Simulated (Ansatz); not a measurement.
Molecule: C$_{2}$H$_{5}$F$_{2}$Si, charge 0, multiplicity 2. It need not be the lowest isomer of its formula. 
Structure (B3LYP-D3(BJ)/def2-TZVP (Ansatz, a quantum-chemistry and plane-wave program) minimum search):
```
Si
F 1 1.6000
F 1 1.6001 2 106.85
C 1 1.8288 2 108.47 3 116.85
H 4 1.0839 1 122.55 2 31.53
H 4 1.0840 5 114.89 1 -178.28
C 1 1.8491 2 108.48 3 -116.68
H 7 1.0916 1 110.82 2 -62.02
H 7 1.0916 8 108.11 1 121.61
H 7 1.0921 8 108.27 9 117.07
```
Charge 0, spin multiplicity 2.

Total electronic energies in hartree. Correlated levels leave the core frozen unless marked. UHF or UKS for open shells. No spin-orbit coupling. Non-relativistic unless marked X2C. Basis-set limits of correlation are two-point, X^-3; Hartree-Fock from the larger set.

```json
[
 {"level": "RI-HF/cc-pV(T+d)Z", "program": "Ansatz", "energy (Eh)": "-566.71105"},
 {"level": "RI-HF/cc-pV(Q+d)Z", "program": "Ansatz", "energy (Eh)": "-566.73927"},
 {"level": "revPBE-D4/def2-TZVPD", "program": "Ansatz + dftd4", "energy (Eh)": "-568.49487"},
 {"level": "r2SCAN/def2-TZVPD", "program": "Ansatz", "energy (Eh)": "-568.48450"},
 {"level": "PBE0/def2-TZVPD", "program": "Ansatz", "energy (Eh)": "-568.22366"},
 {"level": "LC-wPBE/def2-TZVPD", "program": "Ansatz", "energy (Eh)": "-568.39007"},
 {"level": "wB97X-V/def2-TZVPD", "program": "Ansatz", "energy (Eh)": "-568.49798"},
 {"level": "X2C-CCSD(T)/cc-pVTZ-DK", "program": "Ansatz", "energy (Eh)": "-568.50877"},
 {"level": "CCSD(T)/CBS(cc-pV(T+d)Z,cc-pV(Q+d)Z)", "program": "Ansatz", "energy (Eh)": "-567.8698"}
]
```

Totals of different functionals don't rank their quality; only differences between species are comparable.
